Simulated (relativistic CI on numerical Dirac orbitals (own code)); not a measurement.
**What each ingredient does to the levels of Ga XVIII**

Base calculation: Dirac-Coulomb-Breit CI, separate exchange-only KLI orbitals for each configuration, model QED (radiative potential, 1s self-energy scaled to tabulated hydrogen-like ionisation energies), unscaled Slater integrals.

CI space (outside the closed core [Ne]): 3s2 3p2, 3s 3p3, 3s2 3p 3d, 3p4, 3s 3p2 3d, 3p3 3d, 3s 3p 3d2, 3s2 3d 4p, 3s2 3p 4s, 3p3 4s, 3p3 4p, 3s2 3p 4p, 3s 3p 3d 4s, 3s2 3d2, 3s 3d3, 3p2 3d2, 3p 3d3, 3p 3d2 4s, 3p 3d2 4p, 3s2 3d 4s, 3s 3d2 4s. Double excitations out of closed p, d and f shells are left out; levels of such configurations are missing from the list, as are those of other unlisted configurations, and high levels can miss mixing partners.

Variants: (1) valence Slater integrals scaled by 0.9; (2) one mean potential for all configurations; (3) non-relativistic limit. Shifts of the energy above 3s2 3p2 3P_0, in cm⁻¹, for the lowest level and the first level of each name with at least 55 % of one term (blank where a level changes its place among those of its configuration and J or its character, or is not in the variant):

```
          Level    Base    Δ(1)  Δ(2)     Δ(3)
   3s2 3p2 3P_0       0       0     0        0
   3s2 3p2 3P_1   27624    +878   +11   -27624
   3s2 3p2 3P_2   45920    -109   +13   -45920
   3s2 3p2 1D_2   96471   -2157   +18   -54042
   3s2 3p2 1S_0  154808   -7194   +19   -56376
   3s 3p3 5S°_2  318912  +12114  +179   -75390
   3s 3p3 3D°_1  415251   +4397  +147   -69180
   3s 3p3 3D°_2  416320   +4576  +146   -70248
   3s 3p3 3D°_3  426819   +5086  +145   -80748
   3s 3p3 3P°_0  478634     -32  +162   -81310
   3s 3p3 3P°_1  481783    +335  +159   -84459
   3s 3p3 3P°_2  483503   +1382  +137   -86179
   3s 3p3 3S°_1  589154  -12361  +211   -72581
3s2 3p 3d 3F°_2  598032   +1683   -74   -40061
3s2 3p 3d 3F°_3  614287   +1953   -86   -56316
   3s 3p3 1P°_1  638878  -12374  +177  -100356
3s2 3p 3d 3F°_4  641166   +2336   -88   -83195
3s2 3p 3d 3P°_0  709572   -6150   -37   -78092
3s2 3p 3d 3D°_3  718188   -7578   -94   -74547
3s2 3p 3d 1F°_3  782636  -12377  -108   -69852
3s2 3p 3d 1P°_1  803420  -15588   -93   -74448
 3s 3p2 3d 5F_2  885364  +10412   +82   -78754
```

At this charge energies of transitions that change n are usually good to better than 1 %, and those within a shell (Δn = 0) to a few per cent.

Ionisation energy from the two ground configurations alone: base 637.824 eV; valence Slater integrals scaled by 0.9 637.657 eV. The NIST ASD value (semi-empirical) is 640 eV.

LS names give the leading component of a level, which can be under half, so a name can repeat, a term be missing and a line seem to break the LS rules.
